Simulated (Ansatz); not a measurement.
The pair A = GeH3I (SMILES [GeH3][I]) (first 5 atoms), B = CH4 (SMILES C); geometry from B3LYP-D3(BJ)/def2-TZVP.
(charge 0, multiplicity 1):
```xyz
10

Ge    -0.9660     1.1365     0.7584
I      0.2171    -0.9970     0.0510
H      0.0675     2.0284     1.4540
H     -1.5092     1.7979    -0.5139
H     -2.0998     0.7416     1.7102
C      0.0923    -0.0298     4.2817
H      0.4723    -0.6188     3.4484
H      0.4713    -0.4379     5.2176
H      0.4216     1.0035     4.1788
H     -0.9964    -0.0664     4.2858
```

Frozen-core correlation. Filled d and f shells under p-block atoms count as core. MP2 and its Hartree–Fock in def2-QZVPPD are density fitted.

Programs: Ansatz (an electronic-structure program) with Gaussian orbitals. Each number belongs to the level named beside it. In def2 rows elements past Kr take small-core potentials, without spin–orbit coupling.

Total energies (hartree), monomers frozen at their geometry in the pair:

```
structure              HF/def2-QZVPPD  MP2/def2-SVPD  CCSD(T)/def2-SVPD
---------------------  --------------  -------------  -----------------
AB                      -2414.0680485  -2414.0862814      -2414.1531599
A in the pair's basis   -2373.8528710  -2373.7460527      -2373.7854510
B in the pair's basis     -40.2166734    -40.3390764        -40.3666073
A                       -2373.8528610  -2373.7446150      -2373.7838182
B                         -40.2166718    -40.3383810        -40.3659053
```

**Question.** Work out the interaction energy without and with the counterpoise correction, and the superposition error, for each level.

**Answer.** 
E(AB) − E(A) − E(B), times 627.509 kcal/mol, with the monomers in their own basis and then in the pair's basis:
- HF/def2-QZVPPD: 0.93 uncorrected, 0.94 corrected; the monomers gain 0.01 kcal/mol from borrowed functions
- MP2/def2-SVPD: -2.06 uncorrected, -0.72 corrected; the monomers gain 1.34 kcal/mol from borrowed functions
- CCSD(T)/def2-SVPD: -2.16 uncorrected, -0.69 corrected; the monomers gain 1.47 kcal/mol from borrowed functions
